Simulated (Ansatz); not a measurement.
The cluster Au₂Cl₂. Total charge 0; triplet. Geometry PBE0-D4/def2-SVP; atoms count from 1.

```xyz
4

Au    0.3161   -0.6243   -2.0036
Au    0.0061    0.2167    0.5734
Cl   -1.7807   -0.8795   -0.4766
Cl    1.4585    1.2871    1.9067
```

In the def2 sets Au takes a core potential; there is no spin–orbit coupling. At PBE0-D4/def2-TZVP a singlet of charge 0 lies 0.92 eV below the triplet, each at its own geometry. The structure comes from a short search, and lower isomers may exist.

(1) Estimate the Mulliken populations from the PBE0/def2-TZVP orbitals of Ansatz.

(2) Where does the spin sit?

(3) And the Mayer bond orders between bonded heavy atoms (over 0.3)?

## Answers

(1) 
```tsv
atom	charge (e)	spin (α − β)	d electrons
Au1	0.13	1.16	9.60
Au2	0.46	0.25	9.43
Cl3	-0.29	0.34	–
Cl4	-0.30	0.25	–
```
Mulliken values and Mayer orders depend strongly on the basis.

(2) Summed by element: Au 1.41, Cl 0.59, of 2 unpaired in all. Largest on single atoms: Au1 1.16, Cl3 0.34, Au2 0.25.

(3) Au1–Au2 0.35 (2.73 Å); Au1–Cl3 0.36 (2.61 Å); Au2–Cl3 0.68 (2.34 Å); Au2–Cl4 0.93 (2.24 Å).
